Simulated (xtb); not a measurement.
Input for xtb: GFN2-xTB on LiN-, 2S+1 = 4, a spin state set in the input, which need not be the lowest, a point of a bond scan (R = 1.846 Å). Charge -1.

```
$ xtb mol.xyz --gfn 2 --sp --chrg -1 --uhf 3
2

Li     0.00000000     0.00000000     0.00000000
N      0.00000000     0.00000000     1.84568100
```

The head of its log:

```
[...]
           -------------------------------------------------
          |                Calculation Setup                |
           -------------------------------------------------



           -------------------------------------------------
          |                 G F N 2 - x T B                 |
           -------------------------------------------------

        Reference                      10.1021/acs.jctc.8b01176
      * Hamiltonian:
        H0-scaling (s, p, d)           1.850000    2.230000    2.230000
        zeta-weighting                 0.500000
      * Dispersion:
        s8                             2.700000
        a1                             0.520000
        a2                             5.000000
        s9                             5.000000
      * Repulsion:
        kExp                           1.500000    1.000000
        rExp                           1.000000
      * Coulomb:
        alpha                          2.000000
        third order                    shell-resolved
        anisotropic                    true
        a3                             3.000000
        a5                             4.000000
        cn-shift                       1.200000
        cn-exp                         4.000000
        max-rad                        5.000000


          ...................................................
          :                      SETUP                      :
          :.................................................:
          :  # basis functions                   8          :
          :  # atomic orbitals                   8          :
          :  # shells                            4          :
          :  # electrons                         7          :
          :  max. iterations                   250          :
          :  Hamiltonian                  GFN2-xTB          :
          :  restarted?                      false          :
          :  GBSA solvation                  false          :
          :  PC potential                    false          :
          :  electronic temp.          300.0000000     K    :
          :  accuracy                    1.0000000          :
          :  -> integral cutoff          0.2500000E+02      :
          :  -> integral neglect         0.1000000E-07      :
          :  -> SCF convergence          0.1000000E-05 Eh   :
          :  -> wf. convergence          0.1000000E-03 e    :
          :  Broyden damping             0.4000000          :
          :  net charge                         -1          :
          :  unpaired electrons                  3          :
          ...................................................

 iter      E             dE          RMSdq      gap      omega  full diag
   1     -1.7370772 -0.173708E+01  0.311E+01    1.24       0.0  T
   2     -3.0339347 -0.129686E+01  0.234E+01    2.43       1.0  T
```

Give the final energy of this run.

-3.0519 hartree.
